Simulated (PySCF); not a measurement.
# Electron correlation in Re⁶¹⁺ (rhenium, charge +61)

[Ne] 3s2 3p2, high-spin 3P determinant. Calculation: PySCF 2.14, in an even-tempered Gaussian basis (17 s from 17 bohr⁻², ratio 2.5; 12 p from 22 bohr⁻², ratio 2.5; 4 d from 84 bohr⁻², ratio 2.7; 4 f from 130 bohr⁻², ratio 2.7); the spin-free X2C one-electron Hamiltonian (Gaussian nucleus). Frozen: 1s2; 12 electrons correlated; the 20 highest virtual orbitals of each spin left out.

```csv
level,correlation energy (mhartree)
CCSD,-544.64
(T),-0.43
CCSD(T),-545.07
```

Diagnostics: T1 = 0.00026, D1 = 0.0011, largest double amplitude 0.030.

Spin-orbit coupling is strong in this species (close to jj coupling), so the high-spin LS determinant is a model state, not a physical level.

Cost of the coupled-cluster step: of the order of 40 core-seconds, for 12 correlated electrons.

Iterations:

```
CC2 = 0
CCSD nocc = (np.int64(7), np.int64(5)), nmo = (80, 80)
frozen orbitals [[0, 81, 82, 83, 84, 85, 86, 87, 88, 89, 90, 91, 92, 93, 94, 95, 96, 97, 98, 99, 100], [0, 81, 82, 83, 84, 85, 86, 87, 88, 89, 90, 91, 92, 93, 94, 95, 96, 97, 98, 99, 100]]
max_cycle = 100
direct = 0
conv_tol = 1e-08
conv_tol_normt = 1e-06
diis_space = 8
diis_start_cycle = 0
Init t2, MP2 energy = -0.531490423004044
Init E_corr(UCCSD) = -0.531490423004109
cycle = 1  E_corr(UCCSD) = -0.54254841701298  dE = -0.011057994  norm(t1,t2) = 0.0058218
cycle = 2  E_corr(UCCSD) = -0.544292484922138  dE = -0.00174406791  norm(t1,t2) = 0.00101772
cycle = 3  E_corr(UCCSD) = -0.544642081542661  dE = -0.000349596621  norm(t1,t2) = 0.000189294
cycle = 4  E_corr(UCCSD) = -0.5446394289305  dE = 2.65261216e-06  norm(t1,t2) = 5.945e-06
cycle = 5  E_corr(UCCSD) = -0.544639444035228  dE = -1.51047275e-08  norm(t1,t2) = 1.42878e-07
cycle = 6  E_corr(UCCSD) = -0.544639444535488  dE = -5.00259945e-10  norm(t1,t2) = 5.93471e-09
UCCSD converged
E(UCCSD) = -12417.70748971623  E_corr = -0.5446394445354876
UCCSD(T) correction = -0.000432267060361534
```

At this charge the one-electron X2C treatment keeps the bare 1/r₁₂, with no two-electron picture change or Breit term. The effect here is smaller than on the frozen 1s shell; and a scalar Hamiltonian misses the large spin-orbit splitting of the p shells, which matters for ns² → np² pairs.

Spin-orbit coupling is strong in this species, so the high-spin LS determinant is a model state.
